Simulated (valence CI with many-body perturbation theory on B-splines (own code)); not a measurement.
**Hg⁷³⁺: electric-dipole lines**

Computed by valence CI with perturbative core correlation (CI+MBPT): five valence electrons over a frozen Dirac-Fock core [He], radial functions for each j: 11 s, 11 p, 10 d, 8 f, 5 g, 2 h, with the one-electron correlation potential Σ1 (screened to all orders), the two-electron term Σ2, the three-electron term Σ3, Breit, model QED; selected single and double excitations, second order for the rest, scaled by the run's own slope (own B-spline code, finite nucleus).

The last digits are not significant, and no measured levels were compared; by estimate large intervals hold to a few tenths of a per cent, small ones and those within an open d or f shell to about a per cent. Among the levels kept, up to 7500 cm⁻¹ of a level comes from second order outside the variational space, and about a tenth of that is noise between levels of different J, which matters for small intervals.

Lines 151 to 200 of 600 in falling wavelength, among levels below 129000 × 10³ cm⁻¹, chosen from the strongest by gf and those to the six lowest levels. Wavelengths and rates use the calculated energies. Electric multipoles are in the length gauge, E1 and E2 with the static RPA response of the core. Weak lines are less certain than strong ones. Lines between different terms over intervals too small for the method are left out, as are lines whose strength nearly cancels. The highest levels of a list are the least certain.

Levels are named by their leading jj configuration (3d3/2^4 stands for four electrons in 3d with j = 3/2), which in mixed levels can hold well under half, so a name can repeat and another be missing. Letters in brackets count levels of one name in rising energy.

| λ vac (Å) | Upper | Lower | A (s⁻¹) | log gf | Branch % |
| --- | --- | --- | --- | --- | --- |
| 17.05 | (2s 2p1/2 2p3/2^2 3p3/2) J=3/2 [a] | (2s 2p1/2 2p3/2^2 3s) J=3/2 [a] | 1.83e+12 | -0.49 | 0.2 |
| 17.05 | (2s^2 2p1/2 2p3/2 3p3/2) J=3/2 [b] | (2s^2 2p1/2 2p3/2 3s) J=3/2 [b] | 1.18e+12 | -0.69 | 20.3 |
| 17.04 | (2s 2p1/2 2p3/2^2 3d3/2) J=5/2 [e] | (2s 2p1/2 2p3/2^2 3p1/2) J=5/2 [c] | 8.43e+11 | -0.66 | 0.0 |
| 17.00 | (2s 2p1/2^2 2p3/2 3p3/2) J=3/2 [a] | (2s 2p1/2^2 2p3/2 3s) J=5/2 | 6.82e+11 | -0.93 | 0.2 |
| 16.97 | (2s 2p1/2 2p3/2^2 3p3/2) J=5/2 [b] | (2s 2p1/2 2p3/2^2 3s) J=5/2 [b] | 2.23e+12 | -0.24 | 0.4 |
| 16.92 | (2s 2p1/2 2p3/2^2 3p3/2) J=5/2 [e] | (2s 2p1/2 2p3/2^2 3s) J=3/2 [b] | 1.15e+12 | -0.53 | 1.4 |
| 16.84 | (2s^2 2p1/2 2p3/2 3p3/2) J=5/2 [b] | (2s^2 2p1/2 2p3/2 3s) J=3/2 [b] | 1.73e+12 | -0.35 | 24.1 |
| 16.82 | (2s 2p1/2^2 2p3/2 3p3/2) J=3/2 [b] | (2s 2p1/2^2 2p3/2 3s) J=1/2 | 1.92e+12 | -0.49 | 0.6 |
| 16.70 | (2s 2p1/2^2 2p3/2 3p3/2) J=1/2 [b] | (2s 2p1/2^2 2p3/2 3s) J=1/2 | 2.75e+12 | -0.64 | 5.2 |
| 16.68 | (2s^2 2p1/2 2p3/2 3p3/2) J=3/2 [b] | (2s^2 2p1/2 2p3/2 3s) J=1/2 | 1.02e+12 | -0.77 | 17.5 |
| 16.67 | (2s^2 2p1/2 2p3/2 3p3/2) J=5/2 [b] | (2s^2 2p1/2 2p3/2 3s) J=5/2 | 1.82e+12 | -0.34 | 25.4 |
| 16.54 | (2s 2p1/2^2 2p3/2 3p3/2) J=5/2 [a] | (2s 2p1/2^2 2p3/2 3s) J=5/2 | 1.90e+12 | -0.33 | 0.5 |
| 16.53 | (2s 2p1/2 2p3/2^2 3p3/2) J=3/2 [f] | (2s 2p1/2 2p3/2^2 3s) J=5/2 [c] | 5.60e+11 | -1.04 | 0.2 |
| 16.49 | (2p1/2^2 2p3/2^2 3p3/2) J=3/2 | (2p1/2^2 2p3/2^2 3s) J=3/2 | 2.57e+12 | -0.38 | 0.5 |
| 16.47 | (2s 2p1/2 2p3/2^2 3p3/2) J=3/2 [b] | (2s 2p1/2 2p3/2^2 3s) J=3/2 [a] | 6.04e+11 | -1.01 | 0.1 |
| 16.44 | (2s 2p1/2 2p3/2^2 3p3/2) J=1/2 [d] | (2s 2p1/2 2p3/2^2 3s) J=3/2 [d] | 1.53e+12 | -0.91 | 0.6 |
| 16.43 | (2s^2 2p1/2 2p3/2 3p3/2) J=3/2 [b] | (2s^2 2p1/2 2p3/2 3s) J=3/2 [a] | 1.13e+12 | -0.74 | 19.4 |
| 16.41 | (2s 2p1/2 2p3/2^2 3p3/2) J=3/2 [f] | (2s 2p1/2 2p3/2^2 3s) J=3/2 [d] | 6.12e+11 | -1.00 | 0.2 |
| 16.37 | (2s^2 2p3/2^2 3p3/2) J=3/2 [a] | (2s^2 2p3/2^2 3s) J=3/2 | 2.74e+12 | -0.36 | 16.7 |
| 16.34 | (2s 2p1/2 2p3/2^2 3p3/2) J=3/2 [f] | (2s 2p1/2 2p3/2^2 3s) J=3/2 [c] | 1.60e+12 | -0.59 | 0.6 |
| 16.27 | (2s 2p1/2 2p3/2^2 3p3/2) J=5/2 [b] | (2s 2p1/2 2p3/2^2 3s) J=7/2 | 9.18e+11 | -0.66 | 0.1 |
| 16.26 | (2s^2 2p1/2 2p3/2 3p3/2) J=1/2 [b] | (2s^2 2p1/2 2p3/2 3s) J=3/2 [b] | 3.20e+12 | -0.60 | 29.0 |
| 16.23 | (2s 2p1/2 2p3/2^2 3p3/2) J=1/2 [d] | (2s 2p1/2 2p3/2^2 3s) J=1/2 [b] | 1.74e+12 | -0.86 | 0.7 |
| 16.21 | (2p1/2^2 2p3/2^2 3p3/2) J=3/2 | (2p1/2^2 2p3/2^2 3s) J=5/2 | 6.79e+11 | -0.97 | 0.1 |
| 16.11 | (2s^2 2p3/2^2 3p3/2) J=3/2 [a] | (2s^2 2p3/2^2 3s) J=5/2 | 7.21e+11 | -0.95 | 4.4 |
| 15.22 | (2s 2p1/2 2p3/2^2 3p3/2) J=5/2 [e] | (2s 2p1/2 2p3/2^2 3s) J=5/2 [b] | 4.41e+11 | -1.04 | 0.5 |
| 5.292 | (2s 2p1/2 2p3/2^2 3d5/2) J=9/2 [a] | (2s^2 2p1/2 2p3/2 3d5/2) J=7/2 [a] | 5.32e+12 | -0.65 | 77.4 |
| 5.287 | (2s 2p1/2 2p3/2^2 3d5/2) J=9/2 [b] | (2s^2 2p1/2 2p3/2 3d5/2) J=7/2 [b] | 3.36e+12 | -0.85 | 27.2 |
| 5.286 | (2s 2p1/2 2p3/2^2 3p3/2) J=7/2 [a] | (2s^2 2p1/2 2p3/2 3p3/2) J=5/2 [a] | 5.41e+12 | -0.74 | 13.7 |
| 5.285 | (2s 2p1/2 2p3/2^2 3p3/2) J=7/2 [b] | (2s^2 2p1/2 2p3/2 3p3/2) J=5/2 [b] | 4.97e+12 | -0.78 | 2.0 |
| 5.285 | (2s 2p1/2 2p3/2^2 3s) J=5/2 [a] | (2s^2 2p1/2 2p3/2 3s) J=3/2 [a] | 6.42e+12 | -0.79 | 6.0 |
| 5.274 | (2s 2p1/2 2p3/2^2 3p1/2) J=3/2 [a] | (2s^2 2p1/2 2p3/2 3p1/2) J=1/2 | 5.45e+12 | -1.04 | 2.0 |
| 5.268 | (2s 2p1/2 2p3/2^2 3d3/2) J=5/2 [a] | (2s^2 2p1/2 2p3/2 3d3/2) J=3/2 [a] | 4.16e+12 | -0.98 | 0.9 |
| 5.259 | (2s 2p1/2 2p3/2^2 3p1/2) J=5/2 [a] | (2s^2 2p1/2 2p3/2 3p1/2) J=3/2 [a] | 6.11e+12 | -0.82 | 1.2 |
| 5.251 | (2s 2p1/2 2p3/2^2 3d3/2) J=7/2 [a] | (2s^2 2p1/2 2p3/2 3d3/2) J=5/2 [a] | 4.81e+12 | -0.80 | 0.6 |
| 5.234 | (2s 2p1/2 2p3/2^2 3d5/2) J=11/2 | (2s^2 2p1/2 2p3/2 3d5/2) J=9/2 | 5.46e+12 | -0.57 | 96.9 |
| 5.229 | (2s 2p1/2 2p3/2^2 3s) J=7/2 | (2s^2 2p1/2 2p3/2 3s) J=5/2 | 6.36e+12 | -0.68 | 4.6 |
| 5.225 | (2s 2p1/2 2p3/2^2 3d3/2) J=5/2 [b] | (2s^2 2p1/2 2p3/2 3d3/2) J=3/2 [b] | 4.43e+12 | -0.96 | 0.2 |
| 5.223 | (2s 2p1/2 2p3/2^2 3d3/2) J=7/2 [b] | (2s^2 2p1/2 2p3/2 3d3/2) J=5/2 [b] | 4.56e+12 | -0.83 | 0.2 |
| 5.223 | (2s 2p1/2 2p3/2^2 3p1/2) J=5/2 [b] | (2s^2 2p1/2 2p3/2 3p1/2) J=3/2 [b] | 5.74e+12 | -0.85 | 1.4 |
| 5.217 | (2s 2p1/2 2p3/2^2 3p3/2) J=9/2 | (2s^2 2p1/2 2p3/2 3p3/2) J=7/2 | 5.56e+12 | -0.64 | 46.7 |
| 5.213 | (2s 2p1/2 2p3/2^2 3d3/2) J=9/2 | (2s^2 2p1/2 2p3/2 3d3/2) J=7/2 | 5.47e+12 | -0.65 | 30.1 |
| 5.212 | (2s 2p1/2 2p3/2^2 3p1/2) J=7/2 | (2s^2 2p1/2 2p3/2 3p1/2) J=5/2 | 6.15e+12 | -0.70 | 0.9 |
| 5.188 | (2s 2p1/2 2p3/2^2 3d5/2) J=7/2 [b] | (2s^2 2p1/2 2p3/2 3d5/2) J=5/2 [b] | 2.86e+12 | -1.04 | 0.2 |
| 5.177 | (2s 2p1/2 2p3/2^2 3s) J=5/2 [b] | (2s^2 2p1/2 2p3/2 3s) J=3/2 [b] | 3.80e+12 | -1.04 | 1.0 |
| 5.173 | (2s 2p1/2^2 2p3/2^2) J=5/2 | (2s^2 2p1/2^2 2p3/2) J=3/2 | 6.34e+12 | -0.82 | 99.0 |
| 5.169 | (2p1/2^2 2p3/2^2 3p3/2) J=5/2 | (2s 2p1/2^2 2p3/2 3p3/2) J=3/2 [b] | 1.10e+13 | -0.58 | 2.0 |
| 5.155 | (2s 2p1/2 2p3/2^3) J=3/2 [a] | (2s^2 2p1/2 2p3/2^2) J=5/2 | 6.62e+11 | -1.98 | 3.2 |
| 5.132 | (2p1/2^2 2p3/2^2 3s) J=5/2 | (2s 2p1/2^2 2p3/2 3s) J=3/2 [b] | 1.61e+13 | -0.42 | 14.9 |
| 5.127 | (2p1/2^2 2p3/2^2 3p3/2) J=7/2 | (2s 2p1/2^2 2p3/2 3p3/2) J=5/2 [b] | 1.94e+13 | -0.21 | 3.7 |
